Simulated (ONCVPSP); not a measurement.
## iodine (I): one change to an ONCV potential, before and after

ONCVPSP 4.0.1 input, shortened (lines: element, Z, core and valence counts, functional; n l f; lmax; l rc ep ncon nbas qcut; lloc lpopt rc5 dvloc0; l nproj debl; icmod fcfact rcfact), PW91, fully relativistic:

```
  I 53.00    6    5  -109134      upf
    1    0    2.00
    2    0    2.00
    2    1    6.00
    3    0    2.00
    3    1    6.00
    3    2   10.00
    4    0    2.00
    4    1    6.00
    4    2   10.00
    5    0    2.00
    5    1    5.00
    2
    0    1.40    0.00    4    8   10.60
    1    1.25    0.00    3    7    9.60
    2    1.25    0.00    4    8   11.80
    4    2    0.95    0.00
    0    2    0.70
    1    2    1.10
    2    2    2.10
    0    0.00    0.00
```

Open shells are filled in proportion to 2j + 1.

All-electron outer shells of the reference configuration (PW91, scalar-relativistic, ld1.x):

```
shell  level (eV)  outermost node (bohr)  outermost maximum (bohr)
   3p     -859.55                   0.13                      0.28
   3d     -606.17                      –                      0.23
   4s     -180.61                   0.37                      0.68
   4p     -127.60                   0.37                      0.72
   4d      -50.33                   0.35                      0.78
   5s      -17.48                   0.88                      1.70
   5p       -7.13                   0.96                      2.02
```

Change: local potential polynomial inside 0.95 bohr (lpopt 2, dvloc0 -1 Ha).

Cutoffs: the cutoffs (Ha) at which the residual kinetic energy of the hardest occupied pseudo-wave falls to 1 and 0.1 mHa per electron; they do not see the model core or the augmentation charge, which bear on the density cutoff. Errors are all-electron minus pseudo energies relative to the spin-unpolarised reference configuration.

Q: What does the change do?

A: The potential gets neither clearly harder nor softer (52 Ha and 60 Ha → 52 Ha and 60 Ha); the bound ghost in p disappears; of the 4 tests that both files solve, the error grows in 1 and shrinks in 3 by more than 15 % and 0.3 meV (median size 2.5 → 2.6 meV); the range in which the p3/2 phases agree widens (upper end 1.9 → at the end of the scan). In the separable form a ghost depends on how the local part lies against the semilocal potential of the channel, so the choice of the local part can create or remove one.

| quantity | base | changed |
| --- | --- | --- |
| cutoff, loose | 52 Ha | 52 Ha |
| cutoff, tight | 60 Ha | 60 Ha |
| bound ghosts | p3/2 | none |
| GHOST(+) flags under 300 eV | none | none |
| error for 4s2 4p6 4d10 5s2 5p4, meV [ΔE 11.21 eV] | +2.0 | +0.8 |
| error for 4s2 4p6 4d10 5s2 5p3, meV [ΔE 31.16 eV] | +3.0 | +2.0 |
| error for 4s2 4p6 4d10 5s2 5p2, meV [ΔE 60.61 eV] | +2.0 | +3.3 |
| error for 4s2 4p5 4d10 5s2 5p5, meV [ΔE 136.72 eV] | -117 | -72 |
| s: phases at 1.42 bohr within 0.05 rad from the reference energy up to (Ha; the scan ends near 5) | to the end of the scan | to the end of the scan |
| p3/2: phases at 1.27 bohr within 0.05 rad from the reference energy up to (Ha; the scan ends near 5) | 1.9 | to the end of the scan |
| p1/2: phases at 1.27 bohr within 0.05 rad from the reference energy up to (Ha; the scan ends near 5) | to the end of the scan | to the end of the scan |
| d5/2: phases at 1.27 bohr within 0.05 rad from the reference energy up to (Ha; the scan ends near 5) | to the end of the scan | to the end of the scan |
| d3/2: phases at 1.27 bohr within 0.05 rad from the reference energy up to (Ha; the scan ends near 5) | to the end of the scan | to the end of the scan |

 A true bound ghost makes a file unfit for plane-wave use even where its test errors are small: the radial tests pick states by their node count and pass the ghost by.
